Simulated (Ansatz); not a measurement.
Cost and result for the atomization energy of GaH7OSi2, SMILES `O[SiH2][GaH][SiH3]` (11 atoms, 10 bonds).

| atom | x (Å) | y (Å) | z (Å) |
| --- | --- | --- | --- |
| O1 | 0.2987 | -1.1208 | -2.1540 |
| Si2 | 1.1341 | -1.4593 | -0.7619 |
| Ga3 | 0.2653 | -0.2408 | 1.1425 |
| Si4 | -1.2455 | 1.6230 | 0.8020 |
| H5 | 0.0686 | -0.2046 | -2.3136 |
| H6 | 2.5877 | -1.1380 | -0.9164 |
| H7 | 1.0275 | -2.9327 | -0.5939 |
| H8 | 0.6576 | -0.6218 | 2.6204 |
| H9 | -0.8577 | 2.8219 | 1.5973 |
| H10 | -2.6278 | 1.2358 | 1.2075 |
| H11 | -1.3085 | 2.0374 | -0.6300 |

Total charge 0; spin multiplicity 1. Correlated methods include outer-core shells of Ga, which these sets cover unevenly. Scalar relativity is left out up to krypton. All single points use the PBE0-D4/def2-TZVP geometry. It is one conformer, not always the lowest. Program: Ansatz. All runs use 4 threads of an Arm Neoverse N1 on a shared host. Times are those of one run each, without the atoms' runs, and a repeat can differ threefold. Electronic energies, without spin–orbit coupling; frozen cores. CCSD(T)/CBS adds CCSD(T) − MP2 in def2-TZVPP to the MP2 limit, and its time is that of the two runs behind it. T1 = 0.013. With those shells the extrapolation isn't a true limit. B3LYP takes the VWN-RPA correlation (the form of Gaussian; ORCA's B3LYP/G).

CCSD(T)/CBS is a level of theory with its own doubt, some kJ/mol a heavy atom from the limit and from the frozen cores, so smaller differences don't rank the functionals.

```csv
level,functions,wall time
PBE-D4/def2-TZVPP (with forces),261,4.7 s
PBE0-D4/def2-TZVPP,261,7 s
r2SCAN-D4/def2-TZVPP (with forces),261,9 s
B3LYP-D4/def2-TZVPP (with forces),261,11 s
B2PLYP/def2-TZVPP,261,12 s
ωB97X-V/def2-TZVPP,261,17 s
ωB97M-V/def2-TZVPP (with forces),261,26 s
MP2/def2-QZVPP,496,43 s
CCSD(T)/def2-TZVPP,261,5.4 min
CCSD(T)/CBS(def2),–,6.1 min
```

What atomization energy does each give, and how far from CCSD(T)/CBS? (Best estimate.)

The calculation gave: 
| level | atomization (kJ/mol) | difference from CCSD(T)/CBS | per bond |
| --- | --- | --- | --- |
| PBE-D4/def2-TZVPP (with forces) | 3166.7 | -46.5 | -4.6 |
| PBE0-D4/def2-TZVPP | 3146.3 | -66.9 | -6.7 |
| r2SCAN-D4/def2-TZVPP (with forces) | 3200.0 | -13.2 | -1.3 |
| B3LYP-D4/def2-TZVPP (with forces) | 3177.9 | -35.3 | -3.5 |
| B2PLYP/def2-TZVPP | 3141.8 | -71.4 | -7.1 |
| ωB97X-V/def2-TZVPP | 3222.9 | 9.7 | 1.0 |
| ωB97M-V/def2-TZVPP (with forces) | 3189.8 | -23.4 | -2.3 |
| MP2/def2-QZVPP | 3173.5 | -39.7 | -4.0 |
| CCSD(T)/def2-TZVPP | 3133.2 | -80.0 | -8.0 |
| CCSD(T)/CBS(def2) | 3213.2 | 0.0 | 0.0 |

From PBE to PBE0 (25 % exact exchange), in def2-TZVPP and without D4, the atomization energy moves by −17.2 kJ/mol: exact exchange takes away binding that semilocal exchange gives to molecules. The D4 term adds +38.6 kJ/mol with B3LYP and +20.5 kJ/mol with PBE0; it sums over pairs of atoms, weighted by their polarisabilities, and B3LYP, whose exchange is more repulsive, gets the larger term. In def2-TZVPP, CCSD(T) changes the Hartree–Fock value by +774.5 kJ/mol (the triples alone add +33.3 kJ/mol) and MP2 by +766.9 kJ/mol; breaking electron pairs costs correlation energy, which Hartree–Fock lacks.
